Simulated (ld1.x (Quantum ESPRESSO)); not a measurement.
PBEsol ultrasoft dataset for Os (Z = 76), scalar-relativistic all-electron reference.

osmium, ultrasoft, made with ld1.x (Quantum ESPRESSO) 7.5 (PBEsol, scalar-relativistic). Core [Xe] 4f14, reference 5d6 6s2 6p0. Waves: 6s (bound): rcut 2.30, rcutus 2.90 bohr; 6s channel at -0.15 Ry: rcut 2.30, rcutus 2.90 bohr; 6p (bound, empty): rcut 2.55, rcutus 3.10 bohr; 6p channel at 1.19 Ry: rcut 2.55, rcutus 3.10 bohr; 5d (bound): rcut 1.90, rcutus 2.45 bohr; 5d channel at 2.95 Ry: rcut 1.90, rcutus 2.45 bohr. Local part: all-electron potential smoothed inside 2.55 bohr (lloc = -1). Core correction: none. Augmentation charge: PSQ, radius 2.05 bohr.

- Cutoffs needed: 18 Ry and 30 Ry (the cutoffs (Ry, on a coarse ladder) from which the occupation-weighted sum of valence levels, in a spherical-Bessel basis at the reference potential, stays within 10 and 1 mRy of its value at 400 Ry)
- Ghost test: no extra level below or beside the all-electron valence levels (s, p, d, f tested) (spherical-Bessel basis up to 400 Ry, 20 bohr box)
- Largest excitation error: +49 meV (all-electron minus pseudo) for 5d7 6s0 6p0, out of 7 test configurations
- Lowest eigenvalue of the overlap operator: 0.32 (s channel)
- Density cutoff estimated by the generator: 101 Ry
